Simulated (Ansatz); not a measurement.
All numbers were calculated with Ansatz.

A structure relaxed at PBE0-D4/def2-TZVP, charge 0, multiplicity 1:

```csv
atom,x (Å),y (Å),z (Å)
C1,-0.202,-0.585,1.784
Si2,1.234,-0.260,0.666
F3,1.889,1.144,1.094
N4,0.708,-0.198,-0.966
Si5,-0.868,0.154,-1.569
O6,-1.479,1.551,-0.952
H7,-0.640,-1.566,1.584
H8,-0.979,0.172,1.649
H9,0.116,-0.558,2.829
H10,2.332,-1.249,0.789
H11,1.427,-0.283,-1.670
H12,-0.732,0.196,-3.050
H13,-1.864,-0.858,-1.154
H14,-0.941,2.341,-1.035
```

(1) Give its formula and SMILES.

(2) Point group (tolerance 0.08 Å, 0.16 Å for H)?

(3) Summarise the bond lengths by kind.

Results:

(1) CH8FNOSi2, `C[SiH](F)N[SiH2]O`.

(2) C1.

(3) 1 × C–Si 1.849 Å; 3 × C–H 1.092 to 1.093 Å; 1 × F–Si 1.607 Å; 2 × N–Si 1.716 to 1.724 Å; 3 × H–Si 1.480 to 1.487 Å; 1 × H–N 1.010 Å; 1 × O–Si 1.645 Å; 1 × H–O 0.959 Å.
